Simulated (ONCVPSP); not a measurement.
**boron (B): excitation energies, all-electron against ONCV**

B (Z = 5), optimised norm-conserving Vanderbilt (ONCV), made with ONCVPSP 4.0.1 (PBE, scalar-relativistic). Core [He], reference 2s1 (charge +2). Waves: 2s: rc 1.20 bohr, ncon 5, nbas 9, qcut 6.9 1/bohr, 2 projectors, debl 0.4 Ha; p scattering state at 0.29 Ha: rc 1.00 bohr, ncon 5, nbas 9, qcut 6.6 1/bohr, 2 projectors, debl 0.4 Ha; d scattering state at 0.23 Ha: rc 1.20 bohr, ncon 4, nbas 9, qcut 8.3 1/bohr, 2 projectors, debl 3.2 Ha. Local part: polynomial inside 0.95 bohr (lpopt 5, dvloc0 3 Ha). Core correction: Teter function, fcfact 2.25, rcfact 1.98.

In the s channel the program set the typed energies aside and used -1.157, 0.250 Ha. In the p channel the program set the typed energies aside and used 0.050, 0.450 Ha.

Energies are relative to the spin-unpolarised reference configuration 2s1; without spin polarisation the order of configurations can differ from experiment.

(1) Give the all-electron excitation energy and the error of the potential for: 2s2 2p1; 2s2; 2s2 2p0.5; 2s1 2p2.

## Answers

(1)

| valence configuration | charge | ΔE all-electron (eV) | error AE − PS (meV) |
| --- | --- | --- | --- |
| 2s2 2p1 | 0 | -33.642 | -37 |
| 2s2 | +1 | -25.422 | -28 |
| 2s2 2p0.5 | +0.5 | -30.754 | -33 |
| 2s1 2p2 | 0 | -27.791 | +3.2 |
